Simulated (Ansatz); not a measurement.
CH6O3Si2, SMILES `O[Si]1(O[SiH3])CO1`. The species carries charge 0 and has multiplicity 1.

```xyz
12

O     1.636    1.792    0.382
Si    0.495    0.771   -0.150
O     0.443   -0.415    0.931
Si   -0.191   -1.904    1.224
C    -0.846    1.169   -1.265
O     0.396    0.429   -1.743
H     1.891    2.498   -0.216
H     0.716   -2.944    0.681
H    -1.526   -2.023    0.584
H    -0.322   -2.058    2.691
H    -0.954    2.132   -1.760
H    -1.739    0.554   -1.359
```

Task: Give the diagnostics of a CCSD(T)/def2-TZVPP run (frozen core, Ansatz). (Estimate.)

Result: The calculation gave: T1 = 0.0123, largest single amplitude 0.015, largest double 0.013, (T) share of the correlation energy 3.6 %, 9 CCSD cycles. The RHF solution is stable towards an unrestricted one. T1 lies under the customary mark of 0.02 for closed shells.
